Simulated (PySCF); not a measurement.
Compound: C₂H₁₄N₂Si₄.
Cartesian coordinates in Å at the PBE0-D3(BJ)/def2-SVP level; atoms count from 1:
```xyz
22
C2H14N2Si4 angstrom
Si    -2.6466   -1.5249   -0.0363
N     -1.3137   -0.3910   -0.0530
Si    -1.3769    1.0382    0.9697
Si     0.1462   -0.5949   -1.0031
C      1.6217   -1.2632   -0.0284
C      2.9064   -0.5533   -0.4983
Si     2.4553    1.2344   -0.9206
N      0.7876    0.9780   -1.3871
H     -2.4103   -2.5432   -1.1029
H     -3.9446   -0.8286   -0.2973
H     -2.7669   -2.2281    1.2787
H     -2.5082    0.8400    1.9291
H     -1.6370    2.2895    0.1949
H     -0.1114    1.2101    1.7447
H     -0.2179   -1.4289   -2.1896
H      1.4200   -1.0278    1.0316
H      1.7050   -2.3607   -0.0888
H      3.2795   -1.0170   -1.4279
H      3.7228   -0.6316    0.2375
H      3.2738    1.8067   -2.0354
H      2.5901    2.1612    0.2501
H      0.2463    1.6783   -1.8825
```

NICS is the negative of the GIAO shielding at a point without a nucleus: at the ring centre (0) and 1 Å above and below it (1); zz is the component along the ring normal. Level: GIAO PBE0/pcSseg-1 (PySCF, non-relativistic, gas phase) on the PBE0-D3(BJ)/def2-SVP geometry, one conformer.

Ring bond lengths (Å), with Mayer bond orders in brackets: Si4–C5 1.890 (0.92), C5–C6 1.541 (1.02), C6–Si7 1.892 (0.92), Si7–N8 1.751 (0.95), N8–Si4 1.741 (0.92).

Question: What do the NICS probes read (ppm)?

Answer: 
```csv
ring,type,NICS(0),"NICS(1), two faces","NICS(1)zz, two faces",rms pucker (Å),"centre to ring atoms, mean (Å)"
Si4–C5–C6–Si7–N8,5-membered ring with N and 2 Si; formal bonds all single,-5.2,-2.8 / -3.2,-0.4 / -1.6,0.16,1.48
```

Question: What do they say, and how far can they be read as aromaticity?

Answer: 
- Si4–C5–C6–Si7–N8: mean NICS(1)zz -1.0 ppm, near zero. Si4, C5, C6, Si7 have four or more neighbours, so the value isn't read as a sign of a π ring current.

Question: At the second NICS(1) probe listed for ring Si4–C5–C6–Si7–N8, 1 Å off the ring, what do the in-plane components average?

Answer: The isotropic value is a third of the trace: (3 × -3.2 − (-1.6))/2 = -4.0 ppm.

Question: Give the inner angles of the rings and the Hirshfeld charges of the ring atoms.

Answer: 
- Si4–C5–C6–Si7–N8: Si4 98.4° (+0.409 e), C5 109.3° (-0.161 e), C6 107.7° (-0.156 e), Si7 98.5° (+0.367 e), N8 115.1° (-0.318 e); sum 529.0° against 540° for a flat convex ring.

Question: How do the values depend on the level or the medium?

Answer: 
```json
{"level": "PBE0/pcSseg-1, gas", "NICS(0), Si4–C5–C6–Si7–N8": "-5.2", "mean NICS(1)zz, Si4–C5–C6–Si7–N8": "-1.0"}
{"level": "WP04/pcSseg-1, gas", "NICS(0), Si4–C5–C6–Si7–N8": "-4.8", "mean NICS(1)zz, Si4–C5–C6–Si7–N8": "-0.4"}
{"level": "PBE0/pcSseg-1, IEF-PCM acetone", "NICS(0), Si4–C5–C6–Si7–N8": "-5.2", "mean NICS(1)zz, Si4–C5–C6–Si7–N8": "-1.1"}
{"level": "PBE0/pcSseg-1, IEF-PCM benzene", "NICS(0), Si4–C5–C6–Si7–N8": "-5.2", "mean NICS(1)zz, Si4–C5–C6–Si7–N8": "-1.0"}
```

The geometry is the same throughout; the continuum's cavity takes Bondi-type radii × 1.2.
